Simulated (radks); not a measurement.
Species: the calcium ion Ca13+. Configuration: [He] 2s2 2p3. Calculated with a radial shooting solver on a logarithmic mesh with Libxc functionals: scalar-relativistic Kohn-Sham, PBEsol, spin-polarised, spherical densities, finite nucleus; open shells are filled with parallel spins first; Fermi nuclear charge, rms radius 3.4776 fm.

Normalised radial functions P(r) = r R(r), r in bohr:

r         2p down
0.005477   0.0084
0.006637   0.0121
0.008042   0.0174
0.009822   0.0253
0.0119     0.0362
0.01442    0.0516
0.01761    0.0743
0.02134    0.1048
0.02607    0.1487
0.03158    0.2063
0.03827    0.2831
0.04674    0.3883
0.05664    0.5176
0.06862    0.6772
0.08382    0.8747
0.1016     1.0879
0.124      1.3198
0.1503     1.5283
0.1821     1.6919
0.2224     1.7777
0.2695     1.7462
0.3292     1.5787
0.3989     1.3037
0.4833     0.9633
0.5903     0.6098
0.7153     0.3335
0.8667     0.1497
1.059      0.0503

2p down (empty): eigenvalue -758.59 eV, 0 radial nodes, <r> = 0.300 bohr, 90 % of the charge inside 0.487 bohr.
